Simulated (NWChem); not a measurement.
# InSiH5O; SMILES [SiH3][O][InH2]

```xyz
8

In    -0.0154    -1.0258    -0.0921
H     -1.2614    -2.0772     0.4299
H      1.5211    -1.1950    -0.8399
O     -0.5068     0.8870     0.2786
Si     0.0879     2.4091     0.1025
H      0.2284     3.0857     1.4316
H     -0.8226     3.2444    -0.7444
H      1.4422     2.4155    -0.5511
```
Atoms are numbered in this order, from 1.

Level: PBE0/def2-SVP with def2 effective core potentials on In (NWChem), optimised geometry, unscaled harmonic frequencies. def2 effective core potentials on In; no spin-orbit coupling.

Q: List the harmonic frequencies with IR intensities, and the thermochemistry.

A: 
| frequency (cm⁻¹) | IR intensity (km/mol) |
|---|---|
| 57 | 1.2 |
| 87 | 2.0 |
| 104 | 0.8 |
| 407 | 47.7 |
| 440 | 50.5 |
| 550 | 103.5 |
| 573 | 197.4 |
| 732 | 58.4 |
| 738 | 71.4 |
| 950 | 90.6 |
| 953 | 74.0 |
| 1003 | 472.9 |
| 1005 | 274.1 |
| 1830 | 89.3 |
| 1853 | 171.5 |
| 2180 | 162.4 |
| 2208 | 186.1 |
| 2216 | 142.7 |

```
Quantity                                                                           Result
-----------------------------------------------------------------------  ----------------
zero-point energy                                                           25.6 kcal/mol
thermal correction to the enthalpy at 298.15 K (with zero-point energy)     30.2 kcal/mol
heat capacity Cv                                                         20.1 cal/(mol K)
entropy at 298.15 K and 1 atm (symmetry number 1)                        82.4 cal/(mol K)
```

Rigid rotor and harmonic oscillator; modes under 100 cm⁻¹ make the entropy uncertain.
